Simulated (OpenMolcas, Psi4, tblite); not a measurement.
# How methods differ on SeO2 (selenium dioxide)

The species is SeO2 (3 atoms), meant as a singlet with charge 0. As SMILES, `O=[Se]=O`. The shape is that of a PBE0-D4/def2-TZVP optimisation.

```xyz
3

O     0.4500   -1.2914    0.0948
Se   -0.5159   -0.0677   -0.2613
O     0.0659    1.3591    0.1664
```

Quantity: the dipole moment, in D. The values are calculated.

**What was measured.** NIST CCCBDB gives the dipole moment of the gas as 2.62 D.

```
             level                    kind     program  value (D)  computed − measured   CPU time
          GFN2-xTB          semi-empirical      tblite       2.99                +0.37  under 2 s
     HF/def2-TZVPP            Hartree–Fock        Psi4       3.40                +0.78      9.2 s
  SVWN5/def2-TZVPP                     LDA  OpenMolcas       2.63                +0.01       26 s
   BLYP/def2-TZVPP                     GGA        Psi4       2.66                +0.04       18 s
 revPBE/def2-TZVPP                     GGA        Psi4       2.55                -0.07       43 s
  M06-L/def2-TZVPP                meta-GGA  OpenMolcas       2.67                +0.05       37 s
   PBE0/def2-TZVPP           global hybrid  OpenMolcas       2.80                +0.18       27 s
  HSE06/def2-TZVPP  range-separated hybrid        Psi4       2.81                +0.19       91 s
wB97M-V/def2-TZVPP  range-separated hybrid        Psi4       2.94                +0.32    1.7 min
```

Nearest: SVWN5/def2-TZVPP (+0.01 D); farthest: HF/def2-TZVPP (+0.78 D). The measured dipole is a vibrational average, so differences of a few hundredths of a debye mean little. Computed less measured by kind, in D (def2-TZVPP rows): semi-empirical +0.37; Hartree–Fock +0.78; LDA +0.01; GGA -0.07 to +0.04; meta-GGA +0.05; global hybrid +0.18; range-separated hybrid +0.19 to +0.32. All-electron rows without a relativistic Hamiltonian named are non-relativistic. Magnitudes only. Times are those of the runs behind each value, whatever else they computed, on shared processors of several kinds: orders of magnitude only.
